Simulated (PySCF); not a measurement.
## Mass spectrum arithmetic for [C4H9NOSi2]+

Species: [C4H9NOSi2]+.

Calculated from tabulated atomic weights, isotope masses and abundances; no fragmentation.

(1) Molar mass and exact mass?

(2) What cluster does the ion itself show when like nominal masses merge?

(3) List the species in which a single atom is changed from its most abundant isotope.

(4) Elemental analysis, calculated?

(5) Protons, neutrons, electrons, and exact less nominal mass of the monoisotopic species?

(6) What resolving power m/Δm just matches the spacing of the species with one 29Si and with one 13C?

Answers

(1) For [C4H9NOSi2]+, with standard atomic weights, 4 × 12.011 + 2 × 28.085 + 1 × 14.007 + 1 × 15.999 + 9 × 1.008 = 143.292 g/mol. From the most abundant isotopes (12C, 28Si, 14N, 16O, 1H), 4 × 12.000000 + 2 × 27.976927 + 1 × 14.003074 + 1 × 15.994915 + 9 × 1.007825 = 143.0223 u for neutral atoms; the ion's mass is 143.0217 u once 1 electron mass (0.000549 u) is taken off.

(2) 
| nominal mass | m/z (centroid) | relative intensity |
| --- | --- | --- |
| 143 | 143.0217 | 100.0 |
| 144 | 144.0224 | 15.0 |
| 145 | 145.0193 | 7.7 |
| 146 | 146.0202 | 0.7 |
| 147 | 147.0172 | 0.2 |

Lines under 0.1 % of the tallest are left out.

(3) Intensity in % of the monoisotopic species:

```
isotope  mass shift (u)       m/z  intensity (%)
    15N        +0.99703  144.0188           0.37
   29Si        +0.99957  144.0213          10.16
    13C        +1.00335  144.0251           4.33
    17O        +1.00422  144.0259           0.04
     2H        +1.00628  144.0280           0.10
   30Si        +1.99684  145.0186           6.69
    18O        +2.00425  145.0260           0.21
```

Species under 0.02 % are left out.

(4) C 33.53 %, Si 39.20 %, N 9.78 %, O 11.17 %, H 6.33 %.

(5) 76 protons, 67 neutrons and 75 electrons; 143.0223 − 143 = +0.0223 u, electron masses as for neutral atoms.

(6) They lie 0.00379 u apart at mass 144.02, so m/Δm is about 38000.
